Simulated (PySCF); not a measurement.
Species: C5H9NO (charge -1 and doublet state).
Atom-mapped SMILES: `[CH3:1][C:2]([O-:3])[NH:4][CH:5]1[CH2:6][CH2:7]1` (hydrogens: H8, H9, H10 on C1; H11 on N4; H12 on C5; H13, H14 on C6; H15, H16 on C7)

Structure used (GFN2-xTB), in Å, numbered top down from 1:
```xyz
16
C5H9NO angstrom
C     -2.0494    0.5339    0.6361
C     -1.5304   -0.8933    0.6235
O     -2.0841   -1.8104   -0.1161
N     -0.0586   -0.9259    0.8081
C      0.6648   -0.3547   -0.2981
C      2.1597   -0.1718   -0.2091
C      1.2464    1.0184   -0.1286
H     -3.1384    0.5172    0.7061
H     -1.6456    1.0728    1.4977
H     -1.7889    1.1172   -0.2682
H      0.1799   -1.9160    0.8642
H      0.2740   -0.5843   -1.2956
H      2.7630   -0.3004   -1.0994
H      2.6476   -0.4915    0.7003
H      1.1314    1.4866    0.8371
H      1.2209    1.7110   -0.9607
```

The hyperfine couplings belong to this conformer and change with its torsions.

Computed with PySCF, UKS B3LYP, pcH-1 on C H N O, non-relativistic, mean-field spin-orbit, GIAO. Whether the extra electron is bound in the gas phase wasn't checked; a finite basis holds it in any case. A GFN2-xTB geometry isn't a minimum of the functional, and hyperfine couplings can be far from their values at a DFT geometry, by a factor of two or more for some ions and for spin on atoms past the first row. No stability test was run, so a lower SCF solution isn't excluded.

Question: Where do the isotropic ENDOR lines of N4, H8/H9/H10, H11, H12, H14/H15 and H13/H16 fall at 336.4 mT, to first order?

Answer: ν± = |νn ± a/2|, one line for each electron-spin manifold; νn = |g_N| × 7.62259 MHz/T × B.

```json
{"nuclei": "N4", "isotope": "14N", "g_N": "0.4038", "νn (MHz)": "1.04", "a_iso (MHz)": "22.55", "lower line (MHz)": "10.24", "upper line (MHz)": "12.31"}
{"nuclei": "H8/H9/H10", "isotope": "1H", "g_N": "5.5857", "νn (MHz)": "14.32", "a_iso (MHz)": "36.63", "lower line (MHz)": "3.99", "upper line (MHz)": "32.64"}
{"nuclei": "H11", "isotope": "1H", "g_N": "5.5857", "νn (MHz)": "14.32", "a_iso (MHz)": "6.83", "lower line (MHz)": "10.91", "upper line (MHz)": "17.74"}
{"nuclei": "H12", "isotope": "1H", "g_N": "5.5857", "νn (MHz)": "14.32", "a_iso (MHz)": "-4.00", "lower line (MHz)": "12.32", "upper line (MHz)": "16.32"}
{"nuclei": "H14/H15", "isotope": "1H", "g_N": "5.5857", "νn (MHz)": "14.32", "a_iso (MHz)": "3.09", "lower line (MHz)": "12.78", "upper line (MHz)": "15.87"}
{"nuclei": "H13/H16", "isotope": "1H", "g_N": "5.5857", "νn (MHz)": "14.32", "a_iso (MHz)": "1.27", "lower line (MHz)": "13.69", "upper line (MHz)": "14.96"}
```

Question: Which pairs are centred on the nuclear Larmor frequency, and which on half the coupling?

Answer: Centred on νn, since |a| < 2νn: H11, H12, H14/H15 and H13/H16. Centred on |a|/2 and split by 2νn: N4 and H8/H9/H10.

Nuclei that the bonding pattern makes equivalent are averaged, as if the motion that swaps them (rotation, inversion, ring flip) were fast. The three 1H nuclei of mean +36.6 MHz run from 10.2 to 81.8 MHz in the frozen geometry.

The Mulliken spin populations are largest on C2 (+0.58), O3 (+0.28) and H10 (+0.12). The angles at C2 add up to 350.9°, so it is slightly pyramidal.

On Arm Neoverse V1, one thread, no GPU (shared host), this took 69 s wall (grids of density and orbitals included) and 0.97 GiB of memory at its peak.
